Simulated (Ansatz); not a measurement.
```yaml
crystal:
  periodic: [false, false, false]
  atoms:
    - {symbol: Si, position_ang: [1.067466, -0.501881, 1.579597]}
    - {symbol: Si, position_ang: [-0.860313, 0.422166, 0.715518]}
    - {symbol: Si, position_ang: [-1.066093, 0.504722, -1.579622]}
    - {symbol: Si, position_ang: [0.858939, -0.424998, -0.715494]}
basis:
  gaussian: {orbitals: LANL2DZ}
hamiltonian: {xc: {name: HSE06}}
```

```sh
$ ansatz run in.yaml --threads 4 --pin off --events-out ev --progress --plain --max-ram 10444MiB
```

**Question.** How does Ansatz answer? (An estimate is asked.)

**Answer.** Computed: The input was rejected before any iteration.
```
Error: <dir> can't be read: No such file or directory (os error 2)
```

HSE06 is defined as in plane-wave codes.
